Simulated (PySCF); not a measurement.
pentane (C5H12), SMILES CCCCC. The structure is a stationary point at B3LYP-D3(BJ)/def2-SVP. The values are those of a single conformer.

**Question.** Give the equilibrium geometry at B3LYP-D3(BJ)/def2-SVP (PySCF confirms it by a frequency run) as a Z-matrix. (An estimate is asked for; the answer gives what the named calculation found.)

**Answer.** Several could match; the one computed here: 
```
C
H 1 1.1049
H 1 1.1064 2 105.75
C 1 1.5311 2 108.65 3 -117.00
H 4 1.1036 1 109.80 2 177.44
H 4 1.1055 5 105.82 1 -117.50
C 4 1.5281 5 109.23 6 -117.96
H 7 1.1016 4 111.72 5 57.42
H 7 1.1029 8 107.60 4 122.26
H 7 1.1029 8 107.64 9 115.33
C 1 1.5332 2 108.90 3 117.27
H 11 1.1038 1 108.68 2 -51.22
H 11 1.1054 12 105.79 1 -117.00
C 11 1.5296 12 109.02 13 -117.61
H 14 1.1015 11 111.96 12 174.78
H 14 1.1016 15 107.29 11 122.39
H 14 1.1033 15 107.41 16 115.41
```
